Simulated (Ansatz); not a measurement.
(1) Predict a relaxed structure of cis-PdH2(NH3)2 (PdN2H8), charge 0, singlet, at r2SCAN-D4/def2-SVP (Ansatz).

## Answers

(1) 
```xyz
11

N     0.1993    0.6242    1.6027
N     0.4991    0.1095   -1.6543
Pd   -0.6661   -0.6995    0.0492
H    -1.3916   -1.7088   -0.8614
H    -1.5699   -1.4024    1.0803
H    -0.5780    1.1232    2.0387
H     0.9124    1.3212    1.3798
H     0.5909    0.0197    2.3269
H    -0.1744    0.4159   -2.3585
H     1.0077   -0.6733   -2.0691
H     1.1707    0.8703   -1.5344
```
Point group C2v (tolerance 0.1 Å). The metal has 4 neighbours: N 2.22 Å, N 2.22 Å, H 1.54 Å, H 1.54 Å. This is one stationary point.

In the def2 sets Pd takes a core potential; there is no spin–orbit coupling.
